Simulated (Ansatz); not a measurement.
Program: Ansatz. Geometries: PBE0-D4/def2-TZVP. ΔE: electronic, gas phase. CCSD(T)/CBS is the MP2 limit (def2-TZVPP, def2-QZVPP) plus CCSD(T) − MP2 in def2-TZVPP, frozen cores. This one scheme is used for every species, atoms too. DFT in def2-TZVPP. HSE06 is defined as in plane-wave codes. No spin–orbit coupling; open shells (•) take unrestricted orbitals. Spin–orbit coupling would lower the free atoms: a little for F, O; clearly for Ge. For Ge outer-core shells are correlated without core-valence functions, so the limit isn't a true one: a few kJ/mol of doubt a bond, and 10 to 20 or more in all where bonds break to atoms. Scalar relativity is left out up to krypton. Each species was taken in one conformer, which may not be the lowest.

Reaction (atomization): `[NH2][Ge]([NH2])([OH])[F]` → F• + Ge• + 5 H• + 2 N• + O•

```csv
level,ΔE (eV),difference from CCSD(T)/CBS
PBE-D4,37.30,0.49
BLYP-D4,36.69,-0.12
PBE0-D4,36.19,-0.62
r2SCANh-D4,36.01,-0.80
HSE06-D4,36.22,-0.59
PBE-QIDH,35.99,-0.82
PBE0,36.02,-0.79
LC-ωPBE,36.42,-0.39
CCSD(T)/def2-SVP,33.44,-3.37
SCS-MP2/def2-QZVPP,37.18,0.37
CCSD(T)/CBS,36.81,0
```

Largest T1 diagnostic among the species: 0.011.

The D4 term adds +0.32 eV with B3LYP and +0.17 eV with PBE0; it sums over pairs of atoms, weighted by their polarisabilities, and B3LYP, whose exchange is more repulsive, gets the larger term. In def2-TZVPP, CCSD(T) changes the Hartree–Fock value by +11.67 eV (the triples alone add +0.68 eV) and MP2 by +12.55 eV; breaking electron pairs costs correlation energy, which Hartree–Fock lacks. From PBE to PBE0 (25 % exact exchange), in def2-TZVPP and without D4, ΔE moves by −1.08 eV: exact exchange takes away binding that semilocal exchange gives to molecules.

B3LYP here is the variant with VWN-RPA as its local correlation; programs differ in this.

For atomizations the MP2-based limit and the directly extrapolated one differ by several kJ/mol either way, and by 10 to 25 for some Ge, Se and Sn compounds, so smaller differences from it don't rank the levels.
